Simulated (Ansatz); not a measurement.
C$_{3}$HF$_{5}$O (`O=C(C(F)F)C(F)(F)F`) at its PBE0-D4/def2-TZVP geometry, where that method's forces vanish. The species carries charge 0 and has multiplicity 1.

```xyz
10

O     0.3956    1.6379    0.7992
C     0.1511    0.5885    0.2986
C     0.9464   -0.6896    0.6086
F     2.0890   -0.3630    1.2194
F     1.2295   -1.3296   -0.5475
C    -1.0329    0.4250   -0.6882
F    -1.6570   -0.7355   -0.4571
F    -1.9017    1.4080   -0.5429
F    -0.5912    0.4242   -1.9425
H     0.3712   -1.3658    1.2525
```

What forces (eV/Å) does r2SCAN-D4/def2-TZVPP give on these atoms in Ansatz? (Estimate.)

Ansatz gave: 
```
O1   0.119  0.453  0.221
C2  -0.068 -0.257 -0.150
C3  -0.351 -0.022  0.194
F4   0.320  0.101  0.163
F5   0.070 -0.182 -0.363
C6   0.234  0.023  0.213
F7  -0.195 -0.383  0.066
F8  -0.263  0.301  0.037
F9   0.145 -0.004 -0.401
H10 -0.011 -0.031  0.020
```
